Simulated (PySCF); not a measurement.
Ge(Cl)3(OSiH3) (Cl3GeH3OSi), SMILES [SiH3][O][Ge]([Cl])([Cl])[Cl].

The structure is a stationary point at PBE0-D3(BJ)/def2-SVP. The values are those of a single conformer.

Two levels are set side by side: PBE/def2-TZVP (PySCF) and ωB97X/def2-TZVP (PySCF). Same geometry, gas phase. Differences are taken from unrounded values.

```csv
quantity,ωB97X
orbital gap (eV),12.01
highest occupied level (eV),-11.72
lowest empty level (eV),0.29
dipole moment (D),1.12
mean polarisability (bohr³),88.1
```

Problem. What does PBE give, and how far is it from ωB97X? (An estimate is asked for; the answer gives what the named calculation found.)

Solution. 
```tsv
quantity	PBE	PBE minus ωB97X
orbital gap (eV)	4.94	-7.07
highest occupied level (eV)	-7.80	3.93
lowest empty level (eV)	-2.86	-3.14
dipole moment (D)	1.02	-0.10
mean polarisability (bohr³)	93.6	5.5
```

Without exact exchange PBE keeps part of each electron's self-repulsion, which lifts occupied levels and narrows the gap. Loosely held outer electrons make PBE densities more polarisable. Differences between two approximate levels are no errors against the true value.

Rough cost on one machine, each run with all the roots and properties that it gave: ωB97X against PBE within a factor of 2.
